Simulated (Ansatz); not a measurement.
Program: Ansatz. Geometries: PBE0-D4/def2-TZVP. ΔE: electronic, gas phase. CBS: MP2 limit from def2 TZ/QZ plus the TZ coupled-cluster correction, frozen cores. This one scheme is used for every species. DFT in def2-TZVPP. B3LYP here is the variant with VWN-RPA as its local correlation; programs differ in this. HSE06 is defined as in plane-wave codes. One conformer a species, not always the lowest.

Consider the formal exchange of groups at a B–C bond: `OBC(F)S` + `C[SiH2]O` → `C[SiH](O)BO` + `FCS`.

`OBC(F)S`:

```xyz
9

O     0.642    1.130   -1.591
B     0.686   -0.013   -0.893
C    -0.383   -0.253    0.257
F    -1.306    0.804    0.263
S     0.448   -0.414    1.833
H    -0.074    1.704   -1.287
H     1.517   -0.828   -1.158
H    -0.957   -1.165    0.068
H    -0.573   -0.966    2.509
```

`C[SiH2]O`:

```xyz
9

C     0.978    0.006    0.648
Si   -0.417   -0.343   -0.537
O    -1.805    0.458   -0.137
H     1.862   -0.578    0.374
H     0.698   -0.258    1.670
H     1.260    1.062    0.633
H    -0.782   -1.781   -0.503
H     0.017    0.023   -1.916
H    -1.812    1.411   -0.231
```

`C[SiH](O)BO`:

```xyz
12

C     0.519   -0.064   -1.685
Si   -0.658    0.136   -0.256
O    -1.749   -1.113   -0.380
B     0.254    0.133    1.560
O     1.513    0.625    1.654
H    -0.013   -0.017   -2.638
H     1.040   -1.022   -1.630
H     1.269    0.732   -1.669
H    -1.374    1.448   -0.394
H    -2.390   -1.201    0.325
H    -0.282   -0.269    2.567
H     1.871    0.611    2.546
```

`FCS`:

Cartesian coordinates in Å:
```
F 0.318 -0.928 1.173
C 0.068 0.199 0.426
S -0.942 -0.126 -1.015
H 1.025 0.634 0.137
H -0.495 0.904 1.040
H 0.026 -0.683 -1.760
```

| level | ΔE (kJ/mol) | difference from CCSD(T)/CBS |
| --- | --- | --- |
| LDA (SPW92) | 47.3 | 4.3 |
| PBE-D4 | 36.8 | -6.2 |
| revPBE-D4 | 36.5 | -6.5 |
| BLYP-D4 | 41.0 | -2.0 |
| r2SCAN-D4 | 44.3 | 1.3 |
| B97M-V | 42.7 | -0.3 |
| PBE0-D4 | 38.2 | -4.8 |
| B3LYP-D4 | 42.0 | -1.0 |
| r2SCANh-D4 | 44.3 | 1.3 |
| HSE06-D4 | 38.1 | -4.9 |
| CAM-B3LYP-D4 | 45.5 | 2.5 |
| ωB97X-V | 41.8 | -1.2 |
| B2PLYP | 43.9 | 0.9 |
| PBE-QIDH | 42.6 | -0.4 |
| PBE | 36.5 | -6.5 |
| revPBE | 32.2 | -10.8 |
| BLYP | 39.4 | -3.6 |
| r2SCAN | 44.4 | 1.4 |
| PBE0 | 38.1 | -4.9 |
| r2SCANh | 44.4 | 1.4 |
| r2SCAN0 | 44.4 | 1.4 |
| HSE06 | 38.1 | -4.9 |
| BHLYP | 44.3 | 1.3 |
| CAM-B3LYP | 45.5 | 2.5 |
| LC-ωPBE | 40.3 | -2.7 |
| RPA@PBE/def2-TZVPP | 40.8 | -2.2 |
| HF/def2-SVP | 49.5 | 6.5 |
| MP2/def2-SVP | 54.2 | 11.2 |
| CCSD/def2-SVP | 49.2 | 6.2 |
| CCSD(T)/def2-SVP | 49.7 | 6.7 |
| HF/def2-TZVPP | 42.7 | -0.3 |
| MP2/def2-TZVPP | 46.9 | 3.9 |
| CCSD/def2-TZVPP | 41.9 | -1.1 |
| CCSD(T)/def2-TZVPP | 42.5 | -0.5 |
| HF/def2-QZVPP | 42.7 | -0.3 |
| MP2/def2-QZVPP | 47.2 | 4.2 |
| SCS-MP2/def2-QZVPP | 45.0 | 2.0 |
| HF/CBS(def2) | 42.7 | -0.3 |
| MP2/CBS(def2) | 47.4 | 4.4 |
| CCSD/CBS(def2) | 42.4 | -0.6 |
| CCSD(T)/CBS | 43.0 | 0 |

Largest T1 diagnostic among the species: 0.013.

From BLYP to BHLYP (50 % exact exchange), in def2-TZVPP and without D4, ΔE moves by +4.8 kJ/mol. Leaving LDA and LC-ωPBE aside and taking each functional with its dispersion term where it has one, the values, not all of them listed here, spread over 10.8 kJ/mol, from revPBE-D4 to ωB97M-V. LDA lies +10.8 kJ/mol from PBE without D4. At CCSD(T), def2-SVP lies +6.7 kJ/mol from the extrapolated value and def2-TZVPP −0.5 kJ/mol.
